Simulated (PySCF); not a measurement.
Input of a run (PBE0-D3(BJ)/def2-SVP geometry optimisation, gas phase (PySCF 2.14.0)), started from a GFN2-xTB structure with every atom displaced at random (by about 0.01 Å):
```
{"job": {"xc": "PBE0", "basis": "def2-SVP", "d3": "d3bj", "grid": 1, "shake": 0.01, "kind": "geom"}, "charge": 0, "multiplicity": 1}
B     -0.468450     1.251920     0.872050
C     -0.170330    -0.024640     0.087230
C      1.234200    -0.432960    -0.188830
Cl     1.966350     0.653580    -1.446930
C     -1.140900    -0.786340    -0.430020
F     -2.436670    -0.553030    -0.300550
F     -0.957980    -1.906330    -1.102900
H      0.403230     1.896390     1.324370
H     -1.598060     1.624220     1.006940
H      1.340310    -1.450750    -0.549200
H      1.866410    -0.297900     0.712180
```

Output (energies in Eh, forces in Eh/bohr):
```
step   0  E = -800.50915133  max force = 0.029158
step   1  E = -800.50986233  max force = 0.004789
step   2  E = -800.51071824  max force = 0.005001
step   3  E = -800.51121428  max force = 0.003676
step   4  E = -800.51138874  max force = 0.001230
step   5  E = -800.51140438  max force = 0.000895
step   6  E = -800.51141870  max force = 0.000243
optimisation converged
```

**Question.** Summarise the run.

**Answer.** The energy falls by 0.062 eV over 7 energy and gradient evaluations, the largest force component goes from 0.0292 to 2.4e-04 Eh/bohr, and the atoms move by 0.050 Å rms after alignment. The bond that changes most is B1–H8 (three-coordinate boron to B–H hydrogen), which lengthens by 0.033 Å. Bonds longer at the end by more than 0.005 Å: 5 of 10; shorter: 4. Among the angles that change most is B1–C2–C5, from 122.2° to 119.6°. The energy never rose by more than 1e-6 Eh on the way. The first step brought 31 % of the lowering.

**Question.** What are the final bond lengths?

**Answer.** B1–C2 1.533 Å, C2–C3 1.498 Å, C3–Cl4 1.799 Å, C2=C5 1.348 Å, C5–F6 1.297 Å, C5–F7 1.305 Å, B1–H8 1.207 Å, B1–H9 1.205 Å, C3–H10 1.097 Å, C3–H11 1.097 Å. Numbering counts from 1 in the input's order; the species is `FC(F)=C(CCl)B`.

The run used 122 basis functions and 51 SCF cycles in all.

Not checked by PBE0-D3(BJ)/def2-SVP frequencies. The numbers are those of one conformer.

Conformer computed: `[BH2:1][C:2]([CH2:3][Cl:4])=[C:5]([F:6])[F:7]`: B1–C2–C3–Cl4 -76°.
